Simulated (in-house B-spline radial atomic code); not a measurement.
# Binding energies in Ho III (Ho2+)

NIST's tabulated ground configuration is [Xe] 4f11; each binding energy is the energy of the ion with one electron taken from that subshell, relaxed, less that of the parent. Method: Dirac-Hartree-Fock, average of configuration, Fermi nucleus of rms radius 5.2022 fm. Calculated with a B-spline radial code for spherical atoms. Energies include first-order Breit, QED and recoil terms.

| subshell | X-ray name | binding energy (eV) | -ε (eV) | relaxation (eV) |
| --- | --- | --- | --- | --- |
| 1s | K | 55631.9 | 55965.0 | 82.1 |
| 2s | L1 | 9417.4 | 9495.6 | 48.6 |
| 2p1/2 | L2 | 8934.8 | 9016.4 | 52.7 |
| 2p3/2 | L3 | 8087.7 | 8157.3 | 50.3 |
| 3s | M1 | 2151.7 | 2184.8 | 27.3 |
| 3p1/2 | M2 | 1942 | 1975.4 | 28.1 |
| 3p3/2 | M3 | 1762.3 | 1792.6 | 27.0 |
| 3d3/2 | M4 | 1407.4 | 1438.6 | 29.2 |
| 3d5/2 | M5 | 1369.1 | 1399.1 | 28.8 |
| 4s | N1 | 455.6 | 468.2 | 11.4 |
| 4p1/2 | N2 | 371.4 | 383.6 | 11.1 |
| 4p3/2 | N3 | 331.5 | 342.3 | 10.2 |
| 4d3/2 | N4 | 192.4 | 202.1 | 9.5 |
| 4d5/2 | N5 | 185.2 | 194.4 | 9.1 |
| 5s | O1 | 73.48 | 75.16 | 1.50 |
| 5p1/2 | O2 | 48.41 | 49.74 | 1.22 |
| 5p3/2 | O3 | 43.36 | 44.40 | 0.99 |
| 4f | N6,7 | 20.89 | 27.07 | 6.30 |

Relaxation = -ε minus the binding energy without Breit, QED and recoil terms.

Emission lines follow as differences of binding energies, with λ = 12398.42 eV·Å / E:

| line | holes | energy (eV) | wavelength (Å) |
| --- | --- | --- | --- |
| K-L3 | 1s → 2p3/2 | 47544.2 | 0.26078 |
| K-L2 | 1s → 2p1/2 | 46697.1 | 0.26551 |
| K-M3 | 1s → 3p3/2 | 53869.6 | 0.23016 |
| L3-M5 | 2p3/2 → 3d5/2 | 6718.6 | 1.8454 |
| L2-M4 | 2p1/2 → 3d3/2 | 7527.4 | 1.6471 |
| L1-M3 | 2s → 3p3/2 | 7655.1 | 1.6196 |
| L3-M1 | 2p3/2 → 3s | 5936.0 | 2.0887 |
| L2-N4 | 2p1/2 → 4d3/2 | 8742.4 | 1.4182 |

(1) What screening constant σ does Moseley's law, E = (3/4)·13.6057 eV·(Z - σ)², need for K-L3?

Moseley's non-relativistic formula needs a falling, then negative, screening constant for heavy elements, because relativity binds the 1s electron more strongly than the formula allows.

Answers

(1) σ = -1.26.
